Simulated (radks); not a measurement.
The praseodymium ion Pr3+, configuration [Xe] 4f2.

Calculated with a radial shooting solver on a logarithmic mesh with Libxc functionals: Dirac Kohn-Sham, PBEsol, spin-unpolarised, spherical densities, finite nucleus; open shells fill j = l - 1/2 first; Fermi nuclear charge, rms radius 4.8919 fm.

Energy parts (hartree):
total: -9237.3275
kinetic: 9934.2612
electron-nucleus: -22482.1976
Hartree: 3522.8636
exchange-correlation: -212.2547

Orbitals (lengths in bohr, moments of r in powers of bohr; r(max) is where P^2 peaks; r(90%) holds 90 % of the orbital's charge):
orbital  occ.  eigenvalue (hartree)   r(max)      <r^4>  r(90%)
1s1/2       2             -1535.586  0.01542  1.648e-06  0.0435
2s1/2       2             -247.8845  0.08744  0.0002694   0.159
2p1/2       2             -234.3747  0.06652  0.0001689   0.142
2p3/2       4             -216.6668  0.07187  0.0002123   0.150
3s1/2       2             -54.37219   0.2494    0.01089   0.400
3p1/2       2             -48.62150   0.2362    0.01009   0.393
3p3/2       4             -45.11450   0.2477    0.01199   0.411
3d3/2       4             -35.06537   0.1986   0.009082   0.384
3d5/2       6             -34.30941   0.2019   0.009583   0.389
4s1/2       2             -11.69474   0.5790     0.2767   0.893
4p1/2       2              -9.54011   0.5872     0.3227   0.930
4p3/2       4              -8.77899   0.6120     0.3819   0.970
4d3/2       4              -5.23562   0.6299     0.5804    1.08
4d5/2       6              -5.10128   0.6380     0.6127    1.09
4f5/2       2              -1.10207   0.6749      4.185    1.72
4f7/2       0              -1.08735   0.6795      4.355    1.74
5s1/2       2              -2.40824    1.335      8.472    2.10
5p1/2       2              -1.80788    1.453      13.26    2.35
5p3/2       4              -1.69207    1.519      15.79    2.46
5d3/2       0              -0.88380    1.942      55.37    3.39
5d5/2       0              -0.87120    1.968      58.13    3.43
6s1/2       0              -0.76546    3.110      211.2    4.69
6p1/2       0              -0.60856    3.547      361.1    5.37

The highest occupied level is 4f5/2 at -29.989 eV. The density falls to 0.001 e/bohr^3 at r = 3.42 bohr. Summed over all electrons, <r^2> = 37.82 bohr^2, which gives a Langevin (diamagnetic) susceptibility term of -30 x 10^-6 cm^3/mol.
